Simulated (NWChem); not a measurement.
Everything below was run with NWChem. System: H3ClGe, charge 0, spin multiplicity 1, at a geometry optimised with PBE0/def2-SVP. The structure started from a generated list of species. Level: G0W0@PBE/def2-SVP, RI basis def2-svp-rifit.

Job file:

```
start mol
memory heap 200 mb stack 700 mb global 1700 mb
geometry units angstroms nocenter noautoz
  Ge     0.680751     0.021745     0.000000
  Cl    -1.482602    -0.047358     0.000000
  H      1.116691     0.768217     1.268174
  H      1.116691     0.768217    -1.268174
  H      1.186803    -1.427190     0.000000
  symmetry group Cs
end
basis spherical
  * library def2-svp
end
basis "ri basis" bse spherical
  * library def2-svp-rifit
end
dft
  xc xpbe96 cpbe96
  iterations 100
  direct
  tolerances tight
end
task dft energy
gw
  states alpha occ 4 vir 2
end
task dft gw
```

NWChem printed:

```
             Northwest Computational Chemistry Package (NWChem) 7.3.0
             --------------------------------------------------------

                                NWChem Input Module
                                -------------------

 Scaling coordinates for geometry "geometry" by  1.889725989
 (inverse scale =  0.529177249)

 Turning off AUTOSYM since
 SYMMETRY directive was detected!

                             Geometry "geometry" -> ""
                             -------------------------

 Output coordinates in angstroms (scale by  1.889725989 to convert to a.u.)

  No.       Tag          Charge          X              Y              Z
 ---- ---------------- ---------- -------------- -------------- --------------
    1 Ge                  32.0000     0.68075100     0.02174500     0.00000000
    2 Cl                  17.0000    -1.48260200    -0.04735800     0.00000000
    3 H                    1.0000     1.11669100     0.76821700     1.26817400
    4 H                    1.0000     1.11669100     0.76821700    -1.26817400
    5 H                    1.0000     1.18680300    -1.42719000     0.00000000

 Effective nuclear repulsion energy (a.u.)     175.7070597872

            Nuclear Dipole moment (a.u.)
            ----------------------------
        X                 Y               Z
 ---------------- ---------------- ----------------
    -0.0000321253    -0.0000037795     0.0000000000

      Symmetry information
      --------------------

 Group name             Cs
 Group number              2
 Group order               2
 No. of unique centers     4

      Symmetry unique atoms

     1    2    3    5


 Summary of "ao basis" -> "" (spherical)
 ------------------------------------------------------------------------------
       Tag                 Description            Shells   Functions and Types
 ---------------- ------------------------------  ------  ---------------------
 *                          def2-svp                  on all atoms

 new library libraries.bse/

 Summary of "ri basis" -> "" (spherical)
 ------------------------------------------------------------------------------
       Tag                 Description            Shells   Functions and Types
 ---------------- ------------------------------  ------  ---------------------
 *                       def2-svp-rifit               on all atoms

  pbe96 is a nonlocal functional; adding pw91lda local functional.

                                 NWChem DFT Module
                                 -----------------

 Summary of "ao basis" -> "ao basis" (spherical)
 ------------------------------------------------------------------------------
       Tag                 Description            Shells   Functions and Types
 ---------------- ------------------------------  ------  ---------------------
 Ge                         def2-svp                12       32   5s4p3d
 Cl                         def2-svp                 8       18   4s3p1d
 H                          def2-svp                 3        5   2s1p

 Summary of "ao basis" -> "ao basis" (spherical)
 ------------------------------------------------------------------------------
       Tag                 Description            Shells   Functions and Types
 ---------------- ------------------------------  ------  ---------------------
 Ge                         def2-svp                12       32   5s4p3d
 Cl                         def2-svp                 8       18   4s3p1d
 H                          def2-svp                 3        5   2s1p
[...]
    44      0.596085  2 Cl py                41      0.440487  2 Cl py
    38      0.257027  2 Cl py                61      0.188586  5 H  s
    62      0.176621  5 H  s                 13     -0.110485  1 Ge py
    51     -0.094293  3 H  s                 56     -0.094293  4 H  s
    52     -0.088310  3 H  s                 57     -0.088310  4 H  s

 Vector   27  Occ=0.000000D+00  E=-3.723382D-02  Symmetry=a'
              MO Center=  3.9D-01,  1.2D-02,  1.5D-14, r^2= 3.7D+00
   Bfn.  Coefficient  Atom+Function         Bfn.  Coefficient  Atom+Function
  ----- ------------  ---------------      ----- ------------  ---------------
    15      0.861046  1 Ge px                43      0.586900  2 Cl px
     4     -0.583031  1 Ge s                 36      0.465889  2 Cl s
    12      0.358090  1 Ge px                40      0.261098  2 Cl px
     3      0.245434  1 Ge s                 35      0.194479  2 Cl s
     9     -0.190273  1 Ge px                37      0.153194  2 Cl px

 Vector   28  Occ=0.000000D+00  E= 9.043185D-03  Symmetry=a'
              MO Center=  1.0D+00,  3.3D-02,  1.2D-13, r^2= 3.9D+00
   Bfn.  Coefficient  Atom+Function         Bfn.  Coefficient  Atom+Function
  ----- ------------  ---------------      ----- ------------  ---------------
     4      1.102321  1 Ge s                 52     -0.804871  3 H  s
    57     -0.804871  4 H  s                 62     -0.804765  5 H  s
     5      0.768581  1 Ge s                 15      0.670687  1 Ge px
     3     -0.406058  1 Ge s                 51     -0.195371  3 H  s
    56     -0.195371  4 H  s                 61     -0.195351  5 H  s

 Vector   29  Occ=0.000000D+00  E= 3.023287D-02  Symmetry=a"
              MO Center=  6.5D-01, -9.6D-02, -8.7D-14, r^2= 3.9D+00
   Bfn.  Coefficient  Atom+Function         Bfn.  Coefficient  Atom+Function
  ----- ------------  ---------------      ----- ------------  ---------------
    17      1.457729  1 Ge pz                52     -1.080629  3 H  s
    57      1.080629  4 H  s                 14      0.336045  1 Ge pz
    45     -0.276385  2 Cl pz                51     -0.177082  3 H  s
    56      0.177082  4 H  s                 11     -0.170709  1 Ge pz
    42     -0.115857  2 Cl pz                29     -0.105876  1 Ge d -1

 center of mass
 --------------
 x =   0.03249558 y =   0.00103805 z =   0.00000000

 moments of inertia (a.u.)
 ------------------
          23.559767230445         -12.750749418542           0.000000000000
         -12.750749418542         422.328368096544           0.000000000000
           0.000000000000           0.000000000000         422.735497392739

     Multipole analysis of the density
     ---------------------------------

     L   x y z        total         alpha         beta         nuclear
     -   - - -        -----         -----         ----         -------
     0   0 0 0     -0.000000    -26.000000    -26.000000     52.000000

     1   1 0 0      0.703661      0.351846      0.351846     -0.000032
     1   0 1 0      0.022477      0.011240      0.011240     -0.000004
     1   0 0 1      0.000000      0.000000      0.000000      0.000000

     2   2 0 0    -23.690005   -112.013085   -112.013085    200.336166
     2   1 1 0     -0.003965     -3.018183     -3.018183      6.032401
     2   1 0 1      0.000000      0.000000      0.000000      0.000000
     2   0 2 0    -23.565864    -17.622416    -17.622416     11.678967
     2   0 1 1      0.000000      0.000000      0.000000      0.000000
     2   0 0 2    -23.565740    -17.526089    -17.526089     11.486438

 Task  times  cpu:        2.5s     wall:        2.5s

                                NWChem Input Module
                                -------------------

                                 NWChem GW Module
                                 ----------------

                             ***********************
                             ***        GW       ***
                             ***********************

 Summary of "ri basis" -> "ri basis" (spherical)
 ------------------------------------------------------------------------------
       Tag                 Description            Shells   Functions and Types
 ---------------- ------------------------------  ------  ---------------------
 Ge                      def2-svp-rifit             33      127   10s9p7d4f3g
 Cl                      def2-svp-rifit             20       62   8s5p5d2f
 H                       def2-svp-rifit              6       14   3s2p1d

                 Memory Information
                 ------------------
          Available GA per process is          1700.0 MBs
          Available stack per process is        700.0 MBs
          Available heap per process is           0.0 MBs

          Peak memory in Initialization
              Peak GA per process is                  3.6 MBs
              Peak stack per process is               0.0 MBs
              Peak heap per process is                3.8 MBs
              Memory not in MA per process            0.0 MBs

          Peak memory in AFF Calculation
              Peak GA per process is                 12.7 MBs
              Peak stack per process is               7.8 MBs
              Peak heap per process is                0.0 MBs
              Memory not in MA per process            7.8 MBs

          Computing 2-center integrals
          Computing Inverse Cholesky factor
          Computing 3-center integrals
          Computing V_xc ...

          Computing Sigma_x
          Computing RPA polarizability
          Solving quasiparticle equations

                  Alpha Orbitals
          State     Energy (eV)     Error (eV)
          -----------------------------------
@GW        23        -12.328           0.002
@GW        24        -12.328           0.002
@GW        25        -10.199           0.002
@GW        26        -10.199           0.002
@GW        27          2.742           0.002
@GW        28          3.765           0.002

   Applying  -3.0310 eV scissor-shift to rest of particle states

   Applying   3.7553 eV scissor-shift to rest of hole states

     GW Timing Statistics
   ------------------------
   Init.   :          0.0s
     ERIs  :          0.2s
     Distr.:          0.0s
     Vxc   :          0.1s
   Sigma_x :          0.0s
   RPA     :          0.2s
   Wmn     :          0.0s
   Sigma_c :          0.0s
   GW total:          0.6s

 Task  times  cpu:        0.6s     wall:        0.6s

 Total times  cpu:        3.2s     wall:        3.2s
```
